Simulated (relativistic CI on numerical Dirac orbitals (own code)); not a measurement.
## Dy2+ (4f10) in a crystal field

Calculated by Dirac-Coulomb-Breit CI, orbitals from a KLI potential per configuration, a model potential for QED, valence Slater integrals scaled by 0.7, one configuration in a parametric crystal field (own radial code).

Field parameters in Wybourne normalisation; cubic f-shell fields have B⁴₄ = √(5/14) B⁴₀ and B⁶₄ = −√(7/2) B⁶₀. The field is a parameter set, without covalency.

S is read from ⟨S²⟩ = S(S + 1).

Powder χT (cm³ K mol⁻¹) by Van Vleck's formula, with temperature-independent terms:

| Field | 2 K | 5 K | 10 K | 20 K | 50 K | 100 K | 200 K | 300 K |
| --- | --- | --- | --- | --- | --- | --- | --- | --- |
| D3d, B20 = 1450, B40 = -40, B43 = 890, B60 = -200, B63 = 310, B66 = 130 cm⁻¹ | 11 | 11.6 | 12 | 12.2 | 12.8 | 13.3 | 13.7 | 13.8 |
| D3h, B20 = -210, B40 = -310, B60 = -310, B66 = 200 cm⁻¹ | 2.77 | 6.39 | 9.41 | 11.6 | 13.1 | 13.6 | 13.8 | 13.8 |
| D4h, B20 = 90, B40 = 840, B44 = -860, B60 = -220, B64 = -450 cm⁻¹ | 5.4 | 8.28 | 10.5 | 12 | 12.9 | 13.3 | 13.6 | 13.8 |
| D4h, B20 = 190, B40 = 340, B44 = 710, B60 = 330, B64 = 150 cm⁻¹ | 4.78 | 8.42 | 10.2 | 11.5 | 13 | 13.5 | 13.8 | 13.8 |
| Oh, B40 = 630, B60 = 210 cm⁻¹ | 3.51 | 7.7 | 10.2 | 11.4 | 12.5 | 13.3 | 13.7 | 13.8 |
| Oh, B40 = 1630, B60 = 300 cm⁻¹ | 2.06 | 5.06 | 8.49 | 10.8 | 12.1 | 12.8 | 13.4 | 13.7 |

Problem. For Oh, B40 = 1630, B60 = 300 cm⁻¹: what effective moment follows at 300 K?

Solution. μ_eff = √(8χT) = 10.45 μB. The LS value g√(J(J + 1)) of the free ion's 5I_8 level is 10.61 μB.
